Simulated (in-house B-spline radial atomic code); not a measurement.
## Ionising Mo⁴⁺ with different functionals

Computed with an all-electron radial atomic-structure program (B-spline basis): four-component Dirac-Coulomb Hamiltonian, Fermi nucleus of rms radius 4.4091 fm, spin-restricted, spherical fractional occupations for the functionals, and exact exchange of hybrids averaged over the configuration. The ionisation energy is the difference of two self-consistent energies, [Kr] 4d2 → [Kr] 4d1, without Breit or QED terms; ε is the level of the shell that loses the electron (mean over j). The electron is taken from both j subshells in proportion to 2j + 1, so the result is a j average, not the step between ground levels.

```
   method                    rung  ΔSCF (eV)  -ε(4d) (eV)
    B97-1           global hybrid      53.45        47.91
BHandHLYP           global hybrid      53.39        50.09
  LC-wPBE  range-separated hybrid      53.49        51.19
    wB97X  range-separated hybrid      53.27        50.73
```

Problem. Among the functionals, which spreads more, the ΔSCF values or the orbital energies?

Solution. The orbital energies: ΔSCF values span about 0.23 eV and the orbital energies 3.28 eV; here energy differences depend much less on the functional than eigenvalues do.

Problem. How do they compare with the NIST value?

Solution. NIST lists 54.42 eV ± 0.019 (semi-empirical, ground level to ground level). Errors run from -1.15 to -0.92 eV. The correlated functionals all miss on the same side by more than they spread, so the cause is common to them (Breit-QED terms, spin polarisation, the choice among j levels, multiplet and fine-structure energies, or a listed next ion that isn't the cheapest removal here) and closeness doesn't rank the functionals.
